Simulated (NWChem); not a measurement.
Everything below was run with NWChem. System: hydrogen iodide (HI), charge 0, spin multiplicity 1, at a geometry optimised with PBE/def2-SVP with def2 effective core potentials on I. Level: CCSD(T)/def2-TZVP with def2 effective core potentials on I, 4 core orbitals frozen.

Input file:

```
start mol
memory heap 100 mb stack 700 mb global 1900 mb
geometry units angstroms nocenter noautoz
  I      0.000000     0.000000     0.030237
  H      0.000000     0.000000    -1.602562
  symmetry group C2v
end
basis spherical
  * library def2-tzvp
end
ecp
  I library def2-ecp
end
scf
  rhf
  nopen 0
  maxiter 100
  thresh 1e-7
  semidirect memsize 60000000 filesize 0
end
tce
  freeze core 4
  ccsd(t)
  2eorb
  2emet 13
  thresh 1e-6
  maxiter 100
  tilesize 24
end
task tce energy
```

Part of the output:

```
             Northwest Computational Chemistry Package (NWChem) 7.3.0
             --------------------------------------------------------

                                NWChem Input Module
                                -------------------

 Scaling coordinates for geometry "geometry" by  1.889725989
 (inverse scale =  0.529177249)

 Turning off AUTOSYM since
 SYMMETRY directive was detected!

                             Geometry "geometry" -> ""
                             -------------------------

 Output coordinates in angstroms (scale by  1.889725989 to convert to a.u.)

  No.       Tag          Charge          X              Y              Z
 ---- ---------------- ---------- -------------- -------------- --------------
    1 I                   53.0000     0.00000000     0.00000000     0.03023700
    2 H                    1.0000     0.00000000     0.00000000    -1.60256200

 Effective nuclear repulsion energy (a.u.)      17.1768810472

            Nuclear Dipole moment (a.u.)
            ----------------------------
        X                 Y               Z
 ---------------- ---------------- ----------------
     0.0000000000     0.0000000000    -0.0000018897

      Symmetry information
      --------------------

 Group name             C2v
 Group number             16
 Group order               4
 No. of unique centers     2

      Symmetry unique atoms

     1    2


 Summary of "ao basis" -> "" (spherical)
 ------------------------------------------------------------------------------
       Tag                 Description            Shells   Functions and Types
 ---------------- ------------------------------  ------  ---------------------
 *                         def2-tzvp                  on all atoms

 Summary of "ao basis" -> "ao basis" (spherical)
 ------------------------------------------------------------------------------
       Tag                 Description            Shells   Functions and Types
 ---------------- ------------------------------  ------  ---------------------
 I                         def2-tzvp                16       50   6s5p3d2f
 H                         def2-tzvp                 4        6   3s1p

                                 NWChem SCF Module
                                 -----------------

  ao basis        = "ao basis"
  functions       =    56
  atoms           =     2
  closed shells   =    13
  open shells     =     0
  charge          =   0.00
  wavefunction    = RHF
  use symmetry    = T
  symmetry adapt  = T

 Summary of "ao basis" -> "ao basis" (spherical)
 ------------------------------------------------------------------------------
       Tag                 Description            Shells   Functions and Types
 ---------------- ------------------------------  ------  ---------------------
 I                         def2-tzvp                16       50   6s5p3d2f
 H                         def2-tzvp                 4        6   3s1p

      Symmetry analysis of basis
      --------------------------

        a1         25
        a2          5
        b1         13
        b2         13

 Forming initial guess at       0.1s

      Superposition of Atomic Density Guess
      -------------------------------------

 Sum of atomic energies:        -347.66164078

      Non-variational initial energy
      ------------------------------

 Total energy =    -297.165495
 1-e energy   =    -533.924435
 2-e energy   =     228.656637
 HOMO         =      -0.352492
 LUMO         =       0.025278

      Symmetry analysis of molecular orbitals - initial
      -------------------------------------------------

 !! scf_movecs_sym_adapt:   36 vectors were symmetry contaminated

  Symmetry fudging

 !! scf_movecs_sym_adapt:   34 vectors were symmetry contaminated

  Numbering of irreducible representations:

     1 a1          2 a2          3 b1          4 b2

  Orbital symmetries:

     1 a1          2 a1          3 b1          4 b2          5 a1
     6 b2          7 b1          8 a1          9 a2         10 a1
    11 a1         12 b1         13 b2         14 a1         15 a1
    16 b2         17 b1         18 a1         19 b1         20 b2
    21 a1         22 a2         23 a1

 Starting SCF solution at       0.5s

 ----------------------------------------------
         Quadratically convergent ROHF

 Convergence threshold     :          1.000E-07
 Maximum no. of iterations :          100
 Final Fock-matrix accuracy:          1.000E-09
 ----------------------------------------------

              iter       energy          gnorm     gmax       time
             ----- ------------------- --------- --------- --------
                 1     -297.2265801657  3.54D-01  1.88D-01      0.5
                 2     -297.2396201279  1.67D-01  4.63D-02      0.5
                 3     -297.2415598545  1.04D-02  3.80D-03      0.5
                 4     -297.2415753481  6.54D-05  1.66D-05      0.5
                 5     -297.2415753484  1.08D-09  5.34D-10      0.5

       Final RHF  results
       ------------------

         Total SCF energy =   -297.241575348354
      One-electron energy =   -534.275287569767
      Two-electron energy =    228.931409840659
 Nuclear repulsion energy =      8.102302380754

        Time for solution =      0.1s

       Symmetry analysis of molecular orbitals - final
       -----------------------------------------------

  Numbering of irreducible representations:

     1 a1          2 a2          3 b1          4 b2

  Orbital symmetries:

     1 a1          2 a1          3 b1          4 b2          5 a1
     6 b2          7 b1          8 a1          9 a2         10 a1
    11 a1         12 b1         13 b2         14 a1         15 a1
    16 b1         17 b2         18 a1         19 b1         20 b2
    21 a2         22 a1         23 a1

             Final eigenvalues
             -----------------

              1
    1   -7.7483
    2   -5.6026
    3   -5.5934
    4   -5.5934
    5   -2.2991
    6   -2.2937
    7   -2.2937
    8   -2.2838
    9   -2.2838
   10   -0.9125
   11   -0.5288
   12   -0.3865
   13   -0.3865
   14    0.0831
   15    0.2367
   16    0.2692
   17    0.2692
   18    0.3034
   19    0.3347
   20    0.3347
   21    0.3551
   22    0.3551
   23    0.5568

                       ROHF Final Molecular Orbital Analysis
                       -------------------------------------

 Vector   11  Occ=2.000000D+00  E=-5.287569D-01  Symmetry=a1
              MO Center=  2.7D-18, -1.2D-15, -4.4D-01, r^2= 2.1D+00
   Bfn.  Coefficient  Atom+Function         Bfn.  Coefficient  Atom+Function
  ----- ------------  ---------------      ----- ------------  ---------------
    18      0.392810  1 I  pz                12     -0.352329  1 I  pz
    52     -0.280542  2 H  s                 15      0.268963  1 I  pz
     5      0.234575  1 I  s                  6      0.224700  1 I  s
     3     -0.167769  1 I  s                  2      0.156643  1 I  s
    51     -0.150348  2 H  s

 Vector   12  Occ=2.000000D+00  E=-3.865244D-01  Symmetry=b1
              MO Center=  1.5D-16,  9.4D-31,  1.0D-02, r^2= 2.0D+00
   Bfn.  Coefficient  Atom+Function         Bfn.  Coefficient  Atom+Function
  ----- ------------  ---------------      ----- ------------  ---------------
    16      0.568492  1 I  px                10     -0.454131  1 I  px
    13      0.355573  1 I  px                19      0.271618  1 I  px

 Vector   13  Occ=2.000000D+00  E=-3.865244D-01  Symmetry=b2
              MO Center= -2.4D-31,  1.2D-15,  1.0D-02, r^2= 2.0D+00
   Bfn.  Coefficient  Atom+Function         Bfn.  Coefficient  Atom+Function
  ----- ------------  ---------------      ----- ------------  ---------------
    17      0.568492  1 I  py                11     -0.454131  1 I  py
    14      0.355573  1 I  py                20      0.271618  1 I  py

 Vector   14  Occ=0.000000D+00  E= 8.313187D-02  Symmetry=a1
              MO Center=  6.1D-15, -8.0D-16, -3.4D-01, r^2= 4.6D+00
   Bfn.  Coefficient  Atom+Function         Bfn.  Coefficient  Atom+Function
  ----- ------------  ---------------      ----- ------------  ---------------
    53      1.450166  2 H  s                 21      1.000677  1 I  pz
     6     -0.844075  1 I  s                 18      0.284725  1 I  pz
    12     -0.225988  1 I  pz                15      0.184188  1 I  pz
     3      0.178915  1 I  s                  2     -0.155769  1 I  s

 Vector   15  Occ=0.000000D+00  E= 2.366998D-01  Symmetry=a1
              MO Center= -6.4D-14,  2.4D-14, -6.8D-01, r^2= 6.1D+00
   Bfn.  Coefficient  Atom+Function         Bfn.  Coefficient  Atom+Function
  ----- ------------  ---------------      ----- ------------  ---------------
    21     -1.162780  1 I  pz                18      1.085177  1 I  pz
    53      0.644453  2 H  s                 52     -0.358304  2 H  s
    34     -0.236414  1 I  d  0              12     -0.153959  1 I  pz

 Vector   16  Occ=0.000000D+00  E= 2.691987D-01  Symmetry=b1
              MO Center=  3.6D-14, -3.8D-28,  5.0D-03, r^2= 6.4D+00
   Bfn.  Coefficient  Atom+Function         Bfn.  Coefficient  Atom+Function
  ----- ------------  ---------------      ----- ------------  ---------------
    19      1.593799  1 I  px                16     -1.391280  1 I  px
    10      0.230903  1 I  px

 center of mass
 --------------
 x =   0.00000000 y =   0.00000000 z =   0.03282778

 moments of inertia (a.u.)
 ------------------
           9.519469988566           0.000000000000           0.000000000000
           0.000000000000           9.519469988566           0.000000000000
           0.000000000000           0.000000000000           0.000000000000

  Mulliken analysis of the total density
  --------------------------------------

    Atom       Charge   Shell Charges
 -----------   ------   -------------------------------------------------------
    1 I   25    25.14   0.19 -0.77  1.58  1.01  1.08  0.85 -0.49  6.45  1.34  2.80  1.04  9.23  0.77  0.05  0.01  0.00
    2 H    1     0.86   0.20  0.51  0.13  0.02

       Multipole analysis of the density wrt the origin
       ------------------------------------------------

     L   x y z        total         open         nuclear
     -   - - -        -----         ----         -------
     0   0 0 0     -0.000000      0.000000     26.000000

     1   1 0 0     -0.000000      0.000000      0.000000
     1   0 1 0      0.000000      0.000000      0.000000
     1   0 0 1     -0.220374      0.000000     -1.599912

     2   2 0 0    -21.611414      0.000000      0.000000
     2   1 1 0      0.000000      0.000000      0.000000
     2   1 0 1      0.000000      0.000000      0.000000
     2   0 2 0    -21.611414      0.000000      0.000000
     2   0 1 1     -0.000000      0.000000      0.000000
     2   0 0 2    -17.840169      0.000000      9.252849

                   NWChem Extensible Many-Electron Theory Module
                   ---------------------------------------------


            General Information
            -------------------
      Number of processors :     1
         Wavefunction type : Restricted Hartree-Fock
          No. of electrons :    26
           Alpha electrons :    13
            Beta electrons :    13
           No. of orbitals :   112
            Alpha orbitals :    56
             Beta orbitals :    56
        Alpha frozen cores :     4
         Beta frozen cores :     4
     Alpha frozen virtuals :     0
      Beta frozen virtuals :     0
         Spin multiplicity : singlet
    Number of AO functions :    56
       Number of AO shells :    20
        Use of symmetry is : on
      Symmetry adaption is : on
         Schwarz screening : 0.10D-09

          Correlation Information
          -----------------------
          Calculation type : Coupled-cluster singles & doubles w/ perturbation
   Perturbative correction : (T)
            Max iterations :      100
        Residual threshold : 0.10D-05
     T(0) DIIS level shift : 0.00D+00
     L(0) DIIS level shift : 0.00D+00
     T(1) DIIS level shift : 0.00D+00
     L(1) DIIS level shift : 0.00D+00
     T(R) DIIS level shift : 0.00D+00
     T(I) DIIS level shift : 0.00D+00
   CC-T/L Amplitude update :  5-th order DIIS
                I/O scheme : Global Array Library
        L-threshold :  0.10D-05
        EOM-threshold :  0.10D-05
 no EOMCCSD initial starts read in
 TCE RESTART OPTIONS
 SLICE:      F
 D4D5:       F
 quantumc:   F
 qrotation:  F
 pwtce:      F
 qducc:      F
 nacto:                         0
 nrotv:                         0
 nrot:                          0

            Memory Information
            ------------------
          Available GA space size is     249033664 doubles
          Available MA space size is     104840300 doubles

 Maximum block size supplied by input
 Maximum block size        24 doubles

 tile_dim =     19

 -------------------------------------------------

 Global array virtual files algorithm will be used

 Parallel file system coherency ......... OK

 4-electron integrals stored in orbital form

 v2    file size   =           535396
 4-index algorithm nr.  13 is used
 imaxsize =       30
 imaxsize ichop =        0


CCSD iterations
 ---------------------------------------------------------
 Iter          Residuum       Correlation     Cpu    Wall
 ---------------------------------------------------------
    1   0.2039725051322  -0.5027239939365     0.2     0.2
    2   0.0358210304267  -0.4712200623227     0.2     0.2
    3   0.0093237168561  -0.4811753166312     0.2     0.2
    4   0.0033118354379  -0.4809238172082     0.2     0.2
    5   0.0013185602450  -0.4813712182434     0.2     0.2
    6   0.0003174834293  -0.4814758697886     0.2     0.2
    7   0.0001294813058  -0.4814938343426     0.2     0.2
    8   0.0000551850350  -0.4814948886607     0.2     0.2
    9   0.0000288450003  -0.4814954274662     0.2     0.2
   10   0.0000144255969  -0.4814959701675     0.2     0.2
   11   0.0000018411006  -0.4814965867746     0.2     0.2
   12   0.0000006005351  -0.4814965178156     0.2     0.2
 -----------------------------------------------------------------
 Iterations converged
 CCSD correlation energy / hartree =        -0.481496517815575
 CCSD total energy / hartree       =      -297.723071866169334

 Singles contributions

 Doubles contributions
 CCSD(T)
 Using plain CCSD(T) code
             total no. of tasks          500
 total no. of tasks / no. procs          500
                         wl_min           64           2.0
                         wl_max       438976           8.7
        thresh for no. of tasks          500

 CCSD[T]  correction energy / hartree =        -0.009410581690084
 CCSD[T] correlation energy / hartree =        -0.490907099505659
 CCSD[T] total energy / hartree       =      -297.732482447859411
 CCSD(T)  correction energy / hartree =        -0.009140856099123
 CCSD(T) correlation energy / hartree =        -0.490637373914699
 CCSD(T) total energy / hartree       =      -297.732212722268457

 Task  times  cpu:        6.1s     wall:        6.1s

 Total times  cpu:        6.1s     wall:        6.1s
```
